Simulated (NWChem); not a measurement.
## Correlation energy of HBF

```
B
F 1 1.3010
H 1 1.2176 2 121.41
```
Charge 0, spin multiplicity 2.

All runs are NWChem calculations. All single points use one geometry, from UPBE0/def2-SVP, a minimum by its harmonic frequencies.

Basis set: STO-3G. Each correlation energy counts from its own Hartree-Fock reference.

The correlated methods keep 2 core orbitals frozen. The structure started from a generated list of species. The unpaired electrons of the parent sit in orbitals of symmetry a' (Cs labels of the run); other states weren't searched. No SCF solution was tested for a lower state. Open-shell Hartree-Fock references start from PBE0 orbitals. Coupled-cluster values serve here as a point of comparison, not as the truth.

**Question.** Order these methods by the correlation energy they give, lowest first: CCSD on UHF, CCSD(T) on UHF, SCS-UMP2, CCSD(T) on ROHF, UMP2.

**Answer.** CCSD(T) on ROHF (-71.4 mHa), CCSD(T) on UHF (-70.6 mHa), CCSD on UHF (-65.7 mHa), SCS-UMP2 (-53.9 mHa), UMP2 (-52.3 mHa)
